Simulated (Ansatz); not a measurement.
```yaml
crystal:
  periodic: [false, false, false]
  atoms:
    - {symbol: F, position_ang: [1.350443, -1.720150, 0.670584]}
    - {symbol: Ge, position_ang: [0.896342, -0.291166, -0.226522]}
    - {symbol: O, position_ang: [-0.925228, -0.420743, -0.574827]}
    - {symbol: Al, position_ang: [-0.972678, 0.916374, 0.477112]}
    - {symbol: H, position_ang: [1.713040, -0.435098, -1.526884]}
    - {symbol: H, position_ang: [-2.019819, 1.886783, 1.134437]}
basis:
  gaussian: {orbitals: def2-TZVP}
total_charge: -2
hamiltonian: {xc: {name: B2PLYP}}
accuracy: high
```

```sh
$ ansatz run in.yaml --threads 2 --pin off --events-out ev --progress --plain --max-ram 4352MiB
```

It prints (some lines left out):

```
Functional definition: B2PLYP
2662 factors; integrals over basis functions are off by at most 5.8e-9 eV
mean field evaluation 1: about -67876.2539 eV, gradient 6.4e1 eV
mean field evaluation 2: about -67876.5893 eV, gradient 6.3e1 eV
mean field evaluation 4: about -67886.1015 eV, gradient 1.2e1 eV
mean field evaluation 8: about -67886.5535 eV, gradient 2.3e0 eV
mean field evaluation 16: about -67886.5775 eV, gradient 6.4e-2 eV
mean field evaluation 32: about -67886.5780 eV, gradient 1.5e-4 eV
mean field -67886.57795582 eV, -2494.7857247012 hartree, gradient 7.2e-8 eV, S^2 0.000000; 3 other end points of the search recorded, 0 dependent functions left out; unrestricted orbitals would lower it
16 core orbitals not correlated: weight in the atoms' cores, before any rotation towards them, 1.000 or more for the frozen orbitals, at most 0.000 for the correlated occupied ones
reference -67886.57797974 eV, -2494.7857255801 hartree; 17, 17 occupied and 126, 126 virtual orbitals, 2662 factors
second order -28.22706099 eV of doubles, -0.00000000 eV of singles
Total energy: -67894.19928620 eV, -2495.0658034268 hartree
```

(1) What is wrong with this run?

## Answers

(1) The charge is far from anything that the molecule holds. The calculation finished and met its thresholds. The result belongs to that input, not to the molecule as meant.
